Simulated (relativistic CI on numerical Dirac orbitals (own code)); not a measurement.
## Lu⁶⁺: sensitivity of the levels to the model

Base calculation: Dirac-Coulomb-Breit CI, orbitals from a KLI potential per configuration, QED by a radiative potential, unscaled Slater integrals.

Configuration list (outside the closed core [Kr] 4d10): 4f13 5s2 5p4, 4f12 5s2 5p5, 4f11 5s2 5p5 5d, 4f12 5s 5p6, 4f14 5s2 5p3, 4f13 5s 5p5, 4f13 5s2 5p3 5d, 4f12 5s2 5p4 5d, 4f11 5s2 5p5 6s, 4f12 5s2 5p4 6s, 4f14 5s2 5p2 5d, 4f13 5s2 5p3 5f, 4f13 5s2 5p3 6p, 4f14 5p5, 4f11 5s2 5p6, 4f10 5s2 5p6 5d, 4f10 5s2 5p6 6s, 4f13 5p6, 4f12 5p6 5d, 4f12 5p6 6s, 4f14 5s 5p3 6s, 4f14 5s 5p2 5d 6s. Double excitations out of closed p, d and f shells are left out; levels of such configurations are missing from the list, as are those of other unlisted configurations, and high levels can miss mixing partners.

Variants: (1) QED terms removed. Shifts of the energy above 4f11 5s2 5p6 4I°_15/2, in cm⁻¹, for the lowest level and the first level of each name with at least 55 % of one term (blank where a level changes its place among those of its configuration and J or its character, or is not in the variant):

```
                Level     Base   Δ(1)
4f11 5s2 5p6 4I°_15/2      0.0    0.0
4f11 5s2 5p6 4I°_13/2  10158.9  -45.3
4f11 5s2 5p6 4I°_11/2  15455.5  -47.5
4f11 5s2 5p6 2H°_11/2  29075.3  -39.0
 4f11 5s2 5p6 4S°_3/2  29176.8   -8.7
 4f11 5s2 5p6 4F°_7/2  32664.5  -43.8
 4f11 5s2 5p6 4F°_5/2  35260.9  -42.5
4f11 5s2 5p6 2K°_15/2  40305.1  -36.7
4f11 5s2 5p6 4G°_11/2  41405.3  -45.5
 4f11 5s2 5p6 2G°_7/2  42793.0  -48.9
 4f11 5s2 5p6 4G°_9/2  43733.4  -57.0
4f11 5s2 5p6 2K°_13/2  48465.9  -64.7
 4f11 5s2 5p6 2P°_1/2  50892.8  -44.9
 4f11 5s2 5p6 4G°_7/2  53165.9  -85.7
 4f11 5s2 5p6 4G°_5/2  53172.7  -66.4
 4f11 5s2 5p6 2D°_5/2  54085.5  -65.2
4f11 5s2 5p6 2I°_11/2  61911.4  -34.9
4f11 5s2 5p6 2L°_17/2  62295.7  -40.9
 4f11 5s2 5p6 4D°_7/2  63526.5  -28.6
4f11 5s2 5p6 2I°_13/2  65397.1  -65.4
 4f11 5s2 5p6 4D°_3/2  68242.0  -51.7
4f11 5s2 5p6 2L°_15/2  71903.2  -85.9
```

At this charge configurations can still be misplaced by up to about 7 % of their energy. Terms inside the open d or f shell come out 10 to 20 % too wide with unscaled integrals. Levels and lines within the n = 5 or 6 shells can be off by up to 10 % or somewhat more, and those that change n by about 2 %, since core polarisation is missing. Levels that differ in their count of f electrons can be misplaced by several ten thousand cm⁻¹, since the correlation energy of f electrons is missing or only estimated; rates across such gaps can be off by orders of magnitude. The computed lowest level isn't the tabulated ground level, which NIST ASD gives as 4f13 5p4 °.

Ionisation energy from the two ground configurations alone: base 111.354 eV. The NIST ASD value (theoretical) is 117 eV. The gap of more than 2 % comes from missing correlation, or from a tabulated value that is itself an estimate.

LS names give the leading component of a level, which can be under half, so a name can repeat, a term be missing and a line seem to break the LS rules.
